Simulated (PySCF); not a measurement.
Bonds (- single, = double, # triple, : aromatic): C1#C2, C2-C3, C3-C4, C4-C5, C4-C6, C4-C7. C1 carries H8; C3 carries H9, H10; C5 carries H11, H12, H13; C6 carries H14, H15, H16; C7 carries H17, H18, H19.

Geometry: GFN2-xTB; GIAO shifts from PySCF, gas phase, non-relativistic, averaged over equivalent atoms.

At PBE/cc-pVDZ (158 basis functions, 30 s wall time on 1 thread of an Arm Neoverse V1, shared host):
| atoms | δ (ppm) |
| --- | --- |
| C2 | 79.5 |
| C1 | 68.1 |
| C4 | 37.4 |
| C3 | 36.6 |
| C5/C6/C7 | 31.1 |
| H9/H10 | 2.28 |
| H8 | 1.11 |
| H11/H12/H13/H14/H15/H16/H17/H18/H19 | 1.09 |

Shifts are taken against calculated references (same method and geometry level): ¹³C (195.35 ppm), ¹H (31.64 ppm) against TMS.

What do these become at PBE0/6-311G**?

Results:


| atoms | δ at PBE0/6-311G** | change |
| --- | --- | --- |
| C2 | 87.8 | +8.3 |
| C1 | 75.8 | +7.7 |
| C4 | 34.9 | -2.5 |
| C3 | 35.3 | -1.3 |
| C5/C6/C7 | 30.0 | -1.1 |
| H9/H10 | 2.20 | -0.08 |
| H8 | 1.32 | +0.21 |
| H11/H12/H13/H14/H15/H16/H17/H18/H19 | 1.08 | -0.01 |

δ = σ(ref) − σ, references computed at the same level: TMS for ¹³C (190.38 ppm) and ¹H (32.08 ppm).

The largest change is at C2 (alkyne carbon). Cost: 198 basis functions, 26 s wall time on 1 thread of an Arm Neoverse V1, shared host. The order of the carbon signals changes between the two levels.
